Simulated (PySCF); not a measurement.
Job file and geometry (Å, from GFN2-xTB) of an NMR shielding run on `C[SiH2]CB[C@H]([SiH3])C[SiH3]`, C4H17BSi3, GIAO PBE0/pcSseg-1 NMR shielding, non-relativistic, gas phase in PySCF; density fitting, a coarse starting grid and PySCF grid level 2 are the driver's defaults:

```
$ OMP_NUM_THREADS=1 python probes_run.py task.json out

{"job": {"kind": "nmr", "xc": "PBE0", "basis": "pcSseg-1"}, "charge": 0, "multiplicity": 1}
C      3.262589     0.528346    -0.096192
Si     1.927667     0.685103    -1.434781
C      0.747087    -0.817622    -1.380654
B      0.208165    -1.142968     0.048625
C     -1.208480    -0.705747     0.531296
Si    -2.384093    -2.076027    -0.124487
C     -1.718185     0.668779     0.074724
Si    -1.041221     2.056917     1.180468
H      2.820170     0.541848     0.895875
H      3.816527    -0.401198    -0.192773
H      3.977052     1.344196    -0.151873
H      2.569926     0.714459    -2.762350
H      1.185611     1.943001    -1.257254
H      1.317132    -1.661494    -1.773820
H     -0.048802    -0.614024    -2.098357
H      0.859494    -1.822528     0.755560
H     -1.292003    -0.759001     1.622857
H     -3.717046    -1.816186     0.433098
H     -1.942023    -3.409105     0.289597
H     -2.468901    -2.022969    -1.587053
H     -2.811869     0.706731     0.107510
H     -1.440683     0.835771    -0.966687
H     -1.725543     1.999439     2.478589
H     -1.300074     3.359534     0.560312
H      0.396568     1.888890     1.403096
```

Q: What does the program print?

A: 
```
coarse grid: 20848 points
cycle   1  E = -1055.1971696393  dE =  1.866e-01  |g| = 5.412e-01  |ddm| = 4.292e+00
cycle   2  E = -1055.1629390600  dE =  3.423e-02  |g| = 6.402e-01  |ddm| = 1.066e+00
cycle   3  E = -1055.2730653355  dE = -1.101e-01  |g| = 5.699e-02  |ddm| = 6.738e-01
cycle   4  E = -1055.2738122846  dE = -7.469e-04  |g| = 2.622e-02  |ddm| = 9.305e-02
cycle   5  E = -1055.2739851745  dE = -1.729e-04  |g| = 6.319e-03  |ddm| = 3.060e-02
cycle   6  E = -1055.2739953858  dE = -1.021e-05  |g| = 1.001e-03  |ddm| = 7.348e-03
cycle   7  E = -1055.2739956631  dE = -2.773e-07  |g| = 3.212e-04  |ddm| = 1.593e-03
final grid: 183144 points
cycle   8  E = -1055.3167663156  dE = -4.728e-05  |g| = 8.371e-03  |ddm| = 3.897e-02
cycle   9  E = -1055.3167543905  dE =  1.193e-05  |g| = 1.069e-02  |ddm| = 1.799e-02
cycle  10  E = -1055.3167848920  dE = -3.050e-05  |g| = 6.222e-04  |ddm| = 1.040e-02
cycle  11  E = -1055.3167849688  dE = -7.682e-08  |g| = 2.582e-04  |ddm| = 8.463e-04
cycle  12  E = -1055.3167849862  dE = -1.731e-08  |g| = 4.921e-05  |ddm| = 2.819e-04
cycle  13  E = -1055.3167849867  dE = -5.732e-10  |g| = 1.103e-05  |ddm| = 7.193e-05
converged SCF energy = -1055.3167849867

GIAO shielding tensors (ppm)
atom      isotropic    diamagn.    paramagn.     s11        s22        s33       span
  0 C      191.766     253.725     -61.958    187.011    190.884    197.404     10.394
  1 Si     393.050     880.822    -487.772    361.623    386.683    430.844     69.220
  2 C      168.934     259.951     -91.017    136.360    172.688    197.754     61.394
  3 B       18.651     194.083    -175.432    -57.445    -10.606    124.004    181.449
  4 C      154.891     257.027    -102.135    121.605    157.394    185.675     64.070
  5 Si     419.979     880.553    -460.574    377.057    409.793    473.086     96.029
  6 C      178.151     253.254     -75.103    163.199    177.046    194.206     31.007
  7 Si     410.011     880.952    -470.941    366.107    397.470    466.454    100.346
  8 H       31.590      33.525      -1.935     26.651     30.651     37.469     10.817
  9 H       31.365      29.930       1.435     27.020     28.884     38.192     11.173
 10 H       31.610      28.016       3.594     27.033     27.864     39.933     12.900
 11 H       27.118      29.182      -2.063     23.550     25.153     32.653      9.103
 12 H       27.426      31.323      -3.897     23.972     27.332     30.975      7.003
 13 H       30.327      32.388      -2.061     26.345     28.173     36.462     10.117
 14 H       30.371      35.161      -4.790     26.131     30.226     34.757      8.626
 15 H       24.216      33.539      -9.322     18.962     25.765     27.922      8.960
 16 H       29.578      34.927      -5.349     25.240     29.838     33.655      8.414
 17 H       27.848      29.516      -1.667     24.438     25.802     33.305      8.867
 18 H       27.792      29.064      -1.272     23.901     25.491     33.984     10.083
 19 H       28.186      29.826      -1.640     24.441     27.567     32.549      8.108
 20 H       30.711      32.400      -1.690     25.258     29.957     36.917     11.660
 21 H       30.143      35.115      -4.972     26.616     29.191     34.622      8.006
 22 H       27.804      30.119      -2.315     24.332     25.892     33.189      8.857
 23 H       27.665      29.654      -1.989     24.480     24.815     33.700      9.220
 24 H       28.363      31.639      -3.276     24.326     28.391     32.372      8.045
```

Size and cost of the density-fitted run: 242 basis functions, 100 s wall time on 1 thread of an Arm Neoverse N1, shared host; peak memory 1.1 GiB.
